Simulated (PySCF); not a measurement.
# Structure and isotropic susceptibility

The calculation used GIAO PBE/pcSseg-1 magnetisability, rotational g tensor and spin-rotation constants, non-relativistic, gas phase in PySCF 2.14.0. Geometry: GFN2-xTB.

Each molecule in one low-energy conformer.

(1) How does the isotropic susceptibility change along this series?
- CC1=C(F)[P@@]1(C)=O (cBu replaced by CH3)
- C=CC[P@]1(=O)C(C)=C1F (cBu replaced by allyl)
- CC(=O)[P@]1(=O)C(C)=C1F (cBu replaced by COCH3)
- CC1=C(F)[P@@]1(=O)CO (cBu replaced by CH2OH)

Answers

(1) 
```tsv
molecule	χ, cgs (10⁻⁶ cm³/mol)	magnetisability anisotropy (10⁻³⁰ J/T²)
CC1=C(F)[P@@]1(C)=O	-61.7	196
C=CC[P@]1(=O)C(C)=C1F	-75.8	250
CC(=O)[P@]1(=O)C(C)=C1F	-66.8	200
CC1=C(F)[P@@]1(=O)CO	-66.4	78
```
The isotropic susceptibility is lowest for C=CC[P@]1(=O)C(C)=C1F and highest for CC1=C(F)[P@@]1(C)=O.
